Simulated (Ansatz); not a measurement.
Frontier orbitals of CH₄BClFSb (`C[B](F)[SbH][Cl]`).

Total charge 0; spin multiplicity 1. Correlated methods include outer-core shells of Sb, which these sets cover unevenly. Sb: def2 effective core potential. Geometry: relaxed with PBE0-D4/def2-TZVP. It is one conformer, not always the lowest. Basis def2-TZVPP, the Gaussian-basis code of Ansatz.

Orbital energies of one run (eV). Highest occupied ones, from the top: -6.22, -7.36, -8.13, -8.47, -9.45, -9.95, -10.51, -10.95, -12.04, -12.09, -14.09, -14.97, -19.04, -21.16. Empty: -2.14, -1.85, -0.55, 0.02, 0.94, 1.90.

Question: Which functional gave them?
A. B97M-V
B. BHLYP
C. ωB97M-V
D. r2SCAN0

Answer: A. HOMO energies: B97M-V -6.22, r2SCAN0 -7.24, BHLYP -8.06, ωB97M-V -9.12 eV.
